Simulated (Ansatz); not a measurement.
Geometry optimisation, Ansatz, RKS B3LYP-D4/def2-SVP.

input.yaml

```yaml
crystal:
  periodic: [false, false, false]
  atoms:
    - { symbol: Ge, position_ang: [-0.064002, 0.06911, -0.002314] }
    - { symbol: H, position_ang: [0.092834, 0.028058, 1.537416] }
    - { symbol: H, position_ang: [1.289517, 0.07062, -0.715516] }
    - { symbol: H, position_ang: [-0.934854, 1.280186, -0.414982] }
    - { symbol: O, position_ang: [-0.903627, -1.434169, -0.544669] }
    - { symbol: H, position_ang: [-1.860595, -1.375143, -0.422554] }
    - { symbol: S, position_ang: [1.334413, -2.705514, 1.516652] }
    - { symbol: H, position_ang: [0.33796, -2.775221, 0.59872] }
    - { symbol: H, position_ang: [0.718754, -1.632026, 2.126048] }
basis:
  gaussian: { orbitals: def2-SVP }
hamiltonian:
  xc: b3lyp
  dispersion: d4
relax:
  f_tol: 0.03
  max_steps: 50
output:
  orbitals: {}
```

Run as:

```bash
$ ansatz run input.yaml --threads 2 --pin off --max-ram 3072MiB --backend cpu --events-out ev --progress --plain --runs-dir out
```

Question: Where does it end, and by what steps?

Answer: The forces met the threshold. The force dipped under the threshold on the way, but the program's further checks kept it going. After 12 steps the energy has fallen by 0.169 eV; H9 moved furthest, 1.10 Å.

```json
{"step": "0", "energy less start (eV)": "0.0000", "largest force component (eV/Å)": "0.724", "accepted": "yes"}
{"step": "1", "energy less start (eV)": "-0.0951", "largest force component (eV/Å)": "0.309", "accepted": "yes"}
{"step": "2", "energy less start (eV)": "-0.1238", "largest force component (eV/Å)": "0.586", "accepted": "yes"}
{"step": "3", "energy less start (eV)": "-0.1422", "largest force component (eV/Å)": "0.457", "accepted": "yes"}
{"step": "4", "energy less start (eV)": "-0.1491", "largest force component (eV/Å)": "0.174", "accepted": "yes"}
{"step": "5", "energy less start (eV)": "-0.1574", "largest force component (eV/Å)": "0.184", "accepted": "yes"}
{"step": "6", "energy less start (eV)": "-0.1613", "largest force component (eV/Å)": "0.075", "accepted": "yes"}
{"step": "7", "energy less start (eV)": "-0.1649", "largest force component (eV/Å)": "0.119", "accepted": "yes"}
{"step": "8", "energy less start (eV)": "-0.1671", "largest force component (eV/Å)": "0.128", "accepted": "yes"}
{"step": "9", "energy less start (eV)": "-0.1682", "largest force component (eV/Å)": "0.027", "accepted": "yes"}
{"step": "10", "energy less start (eV)": "-0.1687", "largest force component (eV/Å)": "0.012", "accepted": "yes"}
{"step": "11", "energy less start (eV)": "-0.1688", "largest force component (eV/Å)": "0.069", "accepted": "yes"}
{"step": "12", "energy less start (eV)": "-0.1690", "largest force component (eV/Å)": "0.020", "accepted": "yes"}
```

```xyz
9
Properties=species:S:1:pos:R:3
Ge -0.136 0.279 -0.129
H -0.096 0.605 1.379
H 1.265 0.170 -0.738
H -0.997 1.328 -0.869
O -0.873 -1.350 -0.392
H -1.818 -1.373 -0.190
S 1.477 -2.893 1.426
H 0.412 -2.598 0.635
H 0.778 -2.641 2.557
```

Whether the end is a true minimum wasn't checked by a vibrational analysis.

The run took 34 s on 2 threads of Arm Neoverse V1, with other jobs on the host, peak memory 0.21 GiB.
